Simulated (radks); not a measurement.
The numbers below are computed, except where a source is named.
Te IV, 49 electrons, occupied as [Kr] 4d10 5s2 5p1.

Code: a radial shooting solver on a logarithmic mesh with Libxc functionals. Model: Dirac Kohn-Sham, PBE, spin-unpolarised, spherical densities, point nucleus; open shells fill j = l - 1/2 first.

Energy parts (eV):
total: -184896.621
kinetic: 195553.547
electron-nucleus: -447674.393
Hartree: 71990.804
exchange-correlation: -4766.579

Orbitals (lengths in bohr, moments of r in powers of bohr; r(90%) holds 90 % of the orbital's charge):
orbital  occ.  eigenvalue (eV)  r(90%)   <1/r>  small-component weight
1s1/2       2        -31638.16  0.0500   55.58                3.66e-02
2s1/2       2        -4876.356   0.185   12.94                7.80e-03
2p1/2       2        -4570.594   0.165   12.93                7.83e-03
2p3/2       4        -4296.092   0.173   11.96                7.45e-03
3s1/2       2        -995.2064   0.473   4.603                2.29e-03
3p1/2       2        -869.5231   0.470   4.513                2.24e-03
3p3/2       4        -818.3571   0.486   4.275                2.13e-03
3d3/2       4        -596.7451   0.464   4.127                2.01e-03
3d5/2       6        -586.0462   0.469   4.066                1.98e-03
4s1/2       2        -194.9299    1.10   1.836                6.43e-04
4p1/2       2        -151.7240    1.17   1.723                5.82e-04
4p3/2       4        -141.9975    1.21   1.647                5.49e-04
4d3/2       4         -72.9999    1.46   1.387                4.09e-04
4d5/2       6         -71.5188    1.48   1.368                4.00e-04
5s1/2       2         -42.5573    2.76  0.6790                1.22e-04
5p1/2       1         -32.3407    3.17  0.5910                9.49e-05
5p3/2       0         -31.1220    3.26  0.5700                8.98e-05

The highest occupied level is 5p1/2 at -32.341 eV. Summed over all electrons, <r^2> = 32.59 bohr^2, which gives a Langevin (diamagnetic) susceptibility term of -25.8 x 10^-6 cm^3/mol. For comparison, the ionisation energy in NIST's Atomic Spectra Database is 37.416 eV (measured). In exact Kohn-Sham theory the highest level is minus the ionisation energy, but local and semilocal functionals leave it too shallow, through self-interaction and a potential that decays too fast; potentials with the right tail come closer. The density falls to 0.001 e/bohr^3 at r = 3.59 bohr.

Beside tabulated values, note that spin-unpolarised runs miss the spin-polarisation part of the exchange energy of open shells.
